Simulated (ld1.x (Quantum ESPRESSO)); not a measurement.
**Scattering properties, TM potential for C**

```
Element                 : C
Generator               : ld1.x (Quantum ESPRESSO) 7.5
Type                    : norm-conserving Troullier–Martins (Kleinman–Bylander form)
Functional              : PBE
Relativity              : scalar-relativistic
Frozen core             : [He]
Valence charge          : 4
Reference configuration : 2s2 2p2
Partial waves           : 2s (bound): rc 0.95 bohr; 2p (bound): rc 2.80 bohr; 3d channel at -0.05 Ry: rc 2.95 bohr
Local potential         : the d channel
Core correction         : Bessel-smoothed model core, default radius (core density twice the valence density)
```

The phase is arctan(r·u′/u) with u = r·R(r), unwrapped; energies in Ry, scanned from -3 to 5 Ry. A pole is an energy at which the radial function vanishes at the test radius. The pseudo phase is shifted by a multiple of π to meet the all-electron one at the reference energy, and phase errors are pseudo minus all-electron; the curves can meet again beyond the range given. Levels narrower than the energy grid can be missing from the lists of poles.

Task: For each channel, where are the poles, and over which energies does the pseudopotential scatter like the atom?

Result:

```
channel  radius (bohr)  reference energy (Ry)  poles, all-electron  poles, pseudo  unbroken range about the reference energy with phases within 0.05 rad  phase error 1 Ry above the reference energy (rad)
      s           3.20                  -1.01          -0.90, 2.68    -0.90, 2.61                                                              below 0.6                                             -0.004
      p           3.20                  -0.39          -0.22, 2.79    -0.22, 3.12                                                              below 0.7                                             +0.031
      d           3.20                  -0.05                 2.06           2.10                                                              below 3.1                                             +0.012
```

Note: ghost state, extra bound levels that the all-electron valence spectrum of the same l lacks: s at -216.9 eV. A true bound ghost makes a file unfit for plane-wave use.

Phases in the s channel:

| E (Ry) | all-electron | pseudo |
| --- | --- | --- |
| -3.00 | 1.377 | 1.377 |
| -2.52 | 1.354 | 1.354 |
| -2.04 | 1.318 | 1.318 |
| -1.56 | 1.240 | 1.240 |
| -1.08 | -0.351 | -0.352 |
| -0.60 | -1.776 | -1.777 |
| -0.12 | -1.935 | -1.937 |
| 0.36 | -2.232 | -2.247 |
| 0.84 | -3.352 | -3.425 |
| 1.32 | -4.305 | -4.332 |
| 1.80 | -4.550 | -4.563 |
| 2.28 | -4.656 | -4.665 |
| 2.76 | -4.723 | -4.731 |
| 3.24 | -4.778 | -4.786 |
| 3.72 | -4.838 | -4.847 |
| 4.20 | -4.925 | -4.935 |
| 4.68 | -5.114 | -5.121 |
